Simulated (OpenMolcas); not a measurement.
# Ag2+: effect of the metal basis

Ag2+ with 6 ligands (water) in octahedral coordination (Th) at 2.3 Å.

```
Program             : OpenMolcas 26.06
Method              : CASSCF
Spin-orbit coupling : state interaction with AMFI integrals over the reference wave functions
```

Fixed: ligand basis ANO-RCC-VDZP, active space 9 electrons in 5 orbitals (4d), DKH2 Hamiltonian.

States (labels of O, taken over from Oh, the nearest higher group). Energies in cm-1 above the lowest state or level, χT in cm3 K/mol; 10Dq is the gap between the two states.

| Run | Metal basis | Ground state | First state of that spin | 10Dq | First gap with spin-orbit (degeneracies) | χT at 300 K | Cost |
| --- | --- | --- | --- | --- | --- | --- | --- |
| A | ANO-RCC-VDZP | 2E | 2T2 7883 | 7883 | 6631 (4, 2) | 0.685 | roughly 15 core-seconds |
| B | ANO-RCC-VTZP | 2E | 2T2 7846 | 7846 | 6612 (4, 2) | 0.684 | roughly 22 core-seconds |

Against A, |10Dq| changes by -0.5 % in B.

Costs are those of the RASSCF and RASSI steps.

An orbital doublet at a regular site is open to a Jahn-Teller distortion, which this geometry leaves out. With metal d orbitals alone the field can be off either way by tens of per cent. Ligand-to-metal charge-transfer states are missing. No measured value stands beside these numbers; the geometry was imposed, not optimised, and the real ion may take another.
